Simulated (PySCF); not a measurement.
Sn(Cl)2(Me)(OMe) (C2H6Cl2OSn), SMILES C[O][Sn]([CH3])([Cl])[Cl]. Geometry optimised at B3LYP-D3(BJ)/def2-SVP. The def2 effective core potentials stand for the cores of Sn; spin–orbit coupling is left out. One conformer was computed; it need not be the lowest.

Give the equilibrium geometry at B3LYP-D3(BJ)/def2-SVP (PySCF confirms it by a frequency run) as Cartesian coordinates in Å, and its point group. (The exact figures need the calculation; the answer reports its results.)

Several could match; the one computed here: point group Cs.
```xyz
12

C      2.7478     0.2535     0.0000
O      1.5858     1.0596     0.0000
Sn    -0.2188     0.2514     0.0000
C     -1.7007     1.7953     0.0000
Cl    -0.3374    -1.1649    -1.8896
Cl    -0.3374    -1.1649     1.8896
H      2.8095    -0.3927     0.8956
H      2.8095    -0.3927    -0.8956
H      3.6251     0.9214     0.0000
H     -2.3150     1.6889    -0.9032
H     -1.1711     2.7573     0.0000
H     -2.3150     1.6889     0.9032
```
